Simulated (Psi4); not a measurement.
A dimer, C2H4 ··· CS2 (SMILES C=C and S=C=S); the first 6 atoms form monomer A.

```
9

C      0.6517     0.0827     0.0837
C     -0.6518    -0.0827    -0.0838
H      1.3335     0.1246    -0.7571
H      1.0914     0.1831     1.0687
H     -1.3334    -0.1246     0.7572
H     -1.0915    -0.1831    -1.0687
S      1.0475    -4.0608     1.1504
C      0.7346    -3.9900    -0.3688
S      0.4217    -3.9197    -1.8880
```

### Question
What interaction energy does Psi4 with SAPT0/jun-cc-pVDZ, frozen core give, and which attractive term is the largest?

### Answer
Total -0.71 kcal/mol: electrostatics -0.38, exchange 0.80, induction -0.05, dispersion -1.08. The most attractive term is dispersion.
